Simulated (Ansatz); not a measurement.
**Ligand exchange: IBr + C3H8Mg → CH3I + C2H5BrMg**

Species: IBr (iodine monobromide), singlet; C3H8Mg `C[CH2][Mg][CH3]`, singlet; CH3I (methyl iodide) `CI`, singlet; C2H5BrMg `C[CH2][Mg][Br]`, singlet. The partners trade Br for CH3: I–Br and Mg–CH3 bonds give way to I–CH3 and Mg–Br.

Shapes, held fixed at every level: PBE0-D4/def2-TZVP. Programs: Ansatz 0.2.0. Electronic energies: no zero-point or thermal term.

```tsv
level	kind	ΔE (kJ/mol)	less CCSD(T)/def2-TZVPP
PBE-D4/def2-TZVPP	GGA	-208.9	+24.6
wB97M-V/def2-TZVPP	range-separated hybrid	-224.5	+9.0
wB97X-V/def2-TZVPP	range-separated hybrid	-229.0	+4.5
MP2/def2-SVP	perturbation theory	-252.1	-18.6
MP2/def2-TZVPP	perturbation theory	-242.8	-9.3
CCSD/def2-TZVPP	coupled cluster or CI	-236.3	-2.8
CCSD(T)/def2-TZVPP	coupled cluster or CI	-233.5	0.0
```

The highest level, CCSD(T)/def2-TZVPP, gives ΔE = -233.5 kJ/mol; the levels span -252.1 to -208.9. The column of differences is taken from that level and isn't an error. No measured value is set beside it here. For atoms past krypton def2 sets carry core potentials with scalar relativity. Relativity is left out for Br. Outer-core shells of Br, I, Mg are correlated in most correlated rows, in sets that cover them unevenly.
